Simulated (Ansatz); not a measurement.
This geometry of AlCl2H + H3P (8 atoms, charge 0, multiplicity 1) is a first-order saddle point.

Computed with Ansatz, RKS PBE-D4/def2-SVP.

```xyz
8
Properties=species:S:1:pos:R:3
Al 0.078 -0.421 0.031
H -0.051 0.169 1.640
Cl 1.944 0.096 -0.814
Cl -1.741 -0.144 -1.005
P 0.145 -2.691 1.195
H -0.769 -2.889 0.100
H 1.341 -2.744 0.397
H 0.000 -0.954 1.672
```

Which two structures does it join? (They come from a converged band through this point; their orientation in space is the band's.)

Bonds broken: Al1–H2, P5–H8. Bonds formed: Al1–P5, H2–H8. AlCl2H + H3P becomes AlCl2H2P + H2.

First end point:

```xyz
8
Properties=species:S:1:pos:R:3
Al 0.052 0.038 0.101
H -0.088 0.696 1.533
Cl 1.936 -0.026 -0.871
Cl -1.665 -0.270 -1.106
P 0.190 -3.017 1.173
H -0.806 -2.699 0.183
H 1.280 -2.555 0.354
H 0.048 -1.745 1.850
```

Last end point:

```xyz
8
Properties=species:S:1:pos:R:3
Al 0.056 -0.825 -0.101
H 0.303 0.441 1.849
Cl 1.798 0.293 -0.569
Cl -1.813 -0.071 -0.752
P 0.174 -2.942 0.854
H -0.582 -3.493 -0.244
H 1.443 -3.203 0.221
H -0.431 0.222 1.959
```

How far does it lie above each of them?

0.90 eV above the first and 1.12 eV above the second. This is the barrier of this one path; another mechanism may lie lower. The orbitals stay closed-shell, which can raise the energy where a bond breaks towards radicals; this wasn't checked here.

Run time: 100 s on 2 threads of Intel(R) Xeon(R) Platinum 8259CL CPU @ 2.50GHz (Skylake/Cascade Lake), on a shared host, peak memory 0.16 GiB.
